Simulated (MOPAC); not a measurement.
Input for MOPAC: PM7 on CaTe, 2S+1 = 1, a point of a bond scan (R = 2.530 Å).

```
PM7 1SCF PRECISE CHARGE=0 THREADS=1
CaTe

Ca     0.00000000 1     0.00000000 1     0.00000000 1
Te     0.00000000 1     0.00000000 1     2.53047300 1
```

The log:

```
*******************************************************************************
 **                                                                           **
 **                              MOPAC v23.2.5                                **
 **                                                                           **
 *******************************************************************************
 ** MOPAC's Digital Object Identifier: https://doi.org/10.5281/zenodo.6511958 **
 **                                                                           **
 ** Please cite the open-source release paper for use of this MOPAC version:  **
 ** J. E. Moussa and J. J. P. Stewart (2026)                                  **
 ** MOPAC: An open-source semiempirical molecular orbital program             **
 ** J. Open Source Softw., 11(119), 8025, https://doi.org/10.21105/joss.08025 **
 *******************************************************************************

                              PM7 CALCULATION RESULTS

 *******************************************************************************
 *  PM7        - The PM7 Hamiltonian to be used
 *
 *
 *
 *                 CHARGE ON SYSTEM = 0
 *
 *
 *
 *  PRECISE    - TIGHTER CRITERIA TO BE USED
 *  1SCF       - DO 1 SCF AND THEN STOP
 *  THREADS=1  - MULTI-THREADING NOT USED
 *  T=         - A TIME OF 172800.0 SECONDS REQUESTED
 *  DUMP=N     - RESTART FILE WRITTEN EVERY 7200.0 SECONDS REQUESTED
 *******************************************************************************
PM7 1SCF PRECISE CHARGE=0 THREADS=1
 CaTe

   ATOM   CHEMICAL          X               Y               Z
  NUMBER   SYMBOL      (ANGSTROMS)     (ANGSTROMS)     (ANGSTROMS)

     1      Ca          0.00000000  *   0.00000000  *   0.00000000  *
     2      Te          0.00000000  *   0.00000000  *   2.53047300  *



          CARTESIAN COORDINATES

    NO.       ATOM           X           Y           Z

     1        Ca          0.0000      0.0000      0.0000
     2        Te          0.0000      0.0000      2.5305

 General Reference for PM7:
 "Optimization of Parameters for Semiempirical Methods VI: More Modifications to the
 NDDO Approximations and Re-optimization of Parameters", J. J. P. Stewart, J. Mol. Mod., 1:32, 19 (2013)
 https://link.springer.com/article/10.1007/s00894-012-1667-x

           Empirical Formula: Ca Te  =     2 atoms



      MOLECULAR POINT GROUP   :   C*v


      RHF CALCULATION, NO. OF DOUBLY OCCUPIED LEVELS = 4


 -------------------------------------------------------------------------------
 PM7 1SCF PRECISE CHARGE=0 THREADS=1
 CaTe



     1SCF WAS SPECIFIED, SO BFGS WAS NOT USED
     SCF FIELD WAS ACHIEVED


                              PM7 CALCULATION
                                                       MOPAC v23.2.5 Linux




          FINAL HEAT OF FORMATION =         71.96070 KCAL/MOL =     301.08357 KJ/MOL


          COSMO AREA              =        115.56 SQUARE ANGSTROMS
          COSMO VOLUME            =        108.83 CUBIC ANGSTROMS

          IONIZATION POTENTIAL    =          6.024322 EV
          HOMO LUMO ENERGIES (EV) =         -6.024 -0.917
          NO. OF FILLED LEVELS    =          4
          MOLECULAR WEIGHT        =        167.6800         POINT GROUP:  C*v

          MOLECULAR DIMENSIONS (Angstroms)

            Atom       Atom       Distance
           Te     2   Ca     1     2.53047
           Te     2   Ca     1     0.00000
           Ca     1   Te     2     0.00000


          SCF CALCULATIONS        =          1





   ATOM   CHEMICAL          X               Y               Z
  NUMBER   SYMBOL      (ANGSTROMS)     (ANGSTROMS)     (ANGSTROMS)

     1      Ca          0.00000000  *   0.00000000  *   0.00000000  *
     2      Te          0.00000000  *   0.00000000  *   2.53047300  *

                             CARTESIAN COORDINATES

   1   Ca        0.000000000     0.000000000     0.000000000
   2   Te        0.000000000     0.000000000     2.530473000


           Empirical Formula: Ca Te  =     2 atoms



      MOLECULAR POINT GROUP   :   C*v


                  EIGENVALUES
 -41.45251  -7.95454  -6.02432  -6.02432  -0.91686  -0.14761  -0.14761   3.71951


              NET ATOMIC CHARGES AND DIPOLE CONTRIBUTIONS

  ATOM NO.   TYPE          CHARGE      No. of ELECS.   s-Pop       p-Pop
    1         Ca           0.796146        1.2039     0.93009     0.27376
    2         Te          -0.796146        6.7961     1.90870     4.88745
 DIPOLE           X         Y         Z       TOTAL
 POINT-CHG.     0.000     0.000    -9.677     9.677
 HYBRID        -0.000    -0.000    -0.996     0.996
 SUM           -0.000    -0.000   -10.673    10.673


          ATOMIC ORBITAL ELECTRON POPULATIONS

     Atom    s        px        py        pz
    1 Ca   0.93009   0.11531   0.11531   0.04315
    2 Te   1.90870   1.88469   1.88469   1.11806

 **********************
 *                    *
 * JOB ENDED NORMALLY *
 *                    *
 **********************




 == MOPAC DONE ==
```

The run finished.

Cost: around 0.03 core-seconds (rough).
